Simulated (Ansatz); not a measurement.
`[SiH]Cl` + HBr → `[SiH]Br` + HCl at 500 K and 1 bar (ligand exchange at the Si–Cl bond).

Gas-phase electronic energies from Ansatz, PBE0-D4/def2-TZVP geometries. CCSD(T)/CBS adds triple-zeta CCSD(T) − MP2 to the extrapolated MP2 energy (def2 sets, frozen cores). This one scheme is used for every species. For Br outer-core shells are correlated without core-valence functions, which leaves a few kJ/mol of doubt a bond. Scalar relativity is left out up to krypton.

| species | CCSD(T)/CBS energy (Eh) | H − E (kJ/mol) | S (J/(mol·K)) |
| --- | --- | --- | --- |
| `[SiH]Cl` | -749.43948 | 39.6 | 274.0 |
| HBr | -2573.91920 | 30.5 | 213.7 |
| `[SiH]Br` | -2862.97869 | 39.2 | 286.1 |
| HCl | -460.38127 | 32.5 | 201.9 |

H − E and S are ideal-gas, rigid-rotor, harmonic terms from PBE0-D4/def2-TZVP. 1 Eh = 2625.50 kJ/mol, R = 8.31446 J/(mol·K).

Q: By hand: ΔE, ΔH, ΔS and ΔG.

A: ΔE = (-2862.97869) + (-460.38127) − (-749.43948) − (-2573.91920) = -0.00128 Eh = -3.4 kJ/mol. Δ(H − E) = 39.2 + 32.5 − 39.6 − 30.5 = 1.6, so ΔH = -1.8 kJ/mol. ΔS = 286.1 + 201.9 − 274.0 − 213.7 = 0.3 J/(mol·K). ΔG = -1.8 − 500 × (0.3)/1000 = -1.9 kJ/mol.

Q: By hand: the equilibrium constant, and the temperature at which ΔG would vanish if ΔH and ΔS stayed fixed.

A: log₁₀ K = −ΔG/(RT ln 10) = 0.2. ΔH and −TΔS have one sign here, so there is no such temperature. One of them is within its doubt of zero, so this could turn.

The number of gas molecules stays the same, so ΔS is small and ΔH decides. The sign of ΔG lies within the doubt. A doubt of 5 kJ/mol in ΔE shifts log₁₀ K by 0.5 here. These are equilibria of isolated gas molecules and say nothing of rates. Largest T1 diagnostic: 0.013 (customary marks: 0.02 for closed shells, 0.045 for open ones).
